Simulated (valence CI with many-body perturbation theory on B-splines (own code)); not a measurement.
**Ladder of approximations for Ir²⁸⁺**

Computed by relativistic CI+MBPT: three valence electrons over a frozen Dirac-Fock core [Kr] 4d10, radial functions for each j: 8 s, 8 p, 9 d, 9 f, 6 g, 3 h, 2 i, with the one-electron correlation potential Σ1 (screened to all orders), the two-electron term Σ2, the three-electron term Σ3, Breit, model QED; selected single and double excitations, second order for the rest, scaled by the run's own slope (own B-spline code, finite nucleus).

No measured spectrum was set against this ion. As an estimate, large intervals hold to a few tenths of a per cent, small ones and those within an open d or f shell to about a per cent. Core correlation moves these levels by up to 50000 cm⁻¹, and in measured spectra 5 to 20 % of such shifts remained as error; rates that hang on mixing are uncertain with them.

Each rung adds one term. CI alone is the Dirac-Coulomb CI over the frozen core; QED comes last and gives the full result, which names the levels. Energies are above (4f5/2^3) J=9/2 on the same rung, in cm⁻¹.

Levels are named by their leading jj configuration (3d3/2^4 stands for four electrons in 3d with j = 3/2), which in mixed levels can hold well under half, so a name can repeat and another be missing. Letters in brackets count levels of one name in rising energy.

| Level | CI alone | Σ1 | Σ2 | Σ3 | Breit | QED | Full |
| --- | --- | --- | --- | --- | --- | --- | --- |
| (4f5/2^2 4f7/2) J=11/2 [a] | 28125 | +602 | +836 | +74 | -1649 | +133 | 28121 |
| (4f5/2^3) J=3/2 | 40529 | +154 | -3001 | +295 | +769 | +9.0 | 38755 |
| (4f5/2 4f7/2^2) J=13/2 [a] | 50885 | +955 | +994 | +94 | -2975 | +204 | 50157 |
| (4f5/2^2 4f7/2) J=9/2 | 54460 | +612 | -168 | -353 | -1217 | +116 | 53451 |
| (4f5/2^3) J=5/2 | 58772 | +438 | -2701 | +115 | +164 | +66 | 56855 |
| (4f5/2^2 4f7/2) J=3/2 [a] | 66039 | +726 | -1901 | +1042 | -624 | +136 | 65418 |
| (4f5/2^2 4f7/2) J=5/2 [a] | 68318 | +601 | -2790 | +137 | -373 | +106 | 65998 |
| (4f5/2^2 4f7/2) J=7/2 [a] | 68064 | +739 | -1026 | -317 | -1235 | +139 | 66365 |
| (4f5/2 4f7/2^2) J=15/2 | 69721 | +1159 | +778 | +53 | -3972 | +240 | 67978 |
| (4f5/2^2 4f7/2) J=7/2 [b] | 81588 | +851 | -2621 | +180 | -918 | +156 | 79235 |
| (4f5/2 4f7/2^2) J=13/2 [b] | 89558 | +1044 | -282 | -77 | -2847 | +205 | 87601 |
| (4f5/2 4f7/2^2) J=9/2 [a] | 89730 | +1226 | -780 | -78 | -2458 | +243 | 87884 |
| (4f5/2 4f7/2^2) J=11/2 [a] | 90945 | +1142 | -789 | +168 | -2648 | +217 | 89035 |
| (4f5/2^2 4f7/2) J=3/2 [b] | 97593 | +1006 | -3530 | +638 | -920 | +174 | 94960 |
| (4f5/2^2 4f7/2) J=1/2 | 98449 | +866 | -3534 | +1181 | -660 | +143 | 96445 |
| (4f5/2 4f7/2^2) J=7/2 [a] | 101678 | +1331 | -407 | -331 | -2295 | +265 | 100241 |
| (4f5/2 4f7/2^2) J=9/2 [b] | 104171 | +1232 | -2013 | +45 | -2338 | +238 | 101335 |
| (4f5/2^2 4f7/2) J=5/2 [b] | 104871 | +784 | -4194 | +576 | -235 | +115 | 101916 |
| (4f5/2^2 4f7/2) J=15/2 | 106507 | +1230 | -1383 | +122 | -3764 | +237 | 102949 |

The middle columns are the shifts that each term adds.

Q: How does the ionisation energy move along the ladder, and which term matters most?

A: CI alone 948.24, + Σ1 951.93, + Σ2 958.22, + Σ3 958.25, + Breit 958.15, + QED 958.22 eV. The largest step is Σ2, 6.29 eV. NIST lists 980 ± 50 eV (theoretical).
